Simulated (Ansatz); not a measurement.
HClO, charge +1, doublet, geometry from GFN2-xTB (a state made from the parent by changing its charge; the spin is typed, not shown lowest); Ansatz (an electronic-structure program) with WB97M-V/6-311G**.

Input for Ansatz:
Ansatz 0.2 input:
```yaml
crystal:
  periodic: [false, false, false]
  atoms:
    - {symbol: O, position_ang: [-0.04383216, 1.02148558, 0.01469068]}
    - {symbol: H, position_ang: [-0.96672120, 1.40203158, 0.00503415]}
    - {symbol: Cl, position_ang: [0.07749285, -0.56317154, -0.00720939]}
basis:
  gaussian:
    orbitals: 6-311G__.json
hamiltonian:
  xc: {name: wB97M-V}
total_charge: 1
magnetization: {spin_polarized: true, initial_magnetization: 1}
accuracy: high
```
The basis file holds 6-311G** in the JSON format of the Basis Set Exchange.

The log (banner, timings and long lists left out):

```
Functional definition: wB97M-V
843 factors; integrals over basis functions are off by at most 4.6e-9 eV
168 factors; integrals over basis functions are off by at most 2.0e-9 eV
mean field evaluation 1: about -14566.1105 eV, gradient 4.5e1 eV
mean field evaluation 2: about -14559.5974 eV, gradient 6.0e1 eV
mean field evaluation 4: about -14572.4519 eV, gradient 1.3e0 eV
mean field evaluation 8: about -14572.4956 eV, gradient 1.1e-1 eV
mean field evaluation 16: about -14572.4961 eV, gradient 8.6e-4 eV
mean field evaluation 32: about -14572.4022 eV, gradient 1.7e0 eV
mean field -14572.49608511 eV, -535.5293535352 hartree, gradient 4.4e-8 eV, S^2 0.752643; 1 other end points of the search recorded, 0 dependent functions left out
reference -14572.49608794 eV, -535.5293536391 hartree; 13, 12 occupied and 38, 39 virtual orbitals, 843 factors
Total energy: -14572.49608794 eV, -535.5293536391 hartree
```
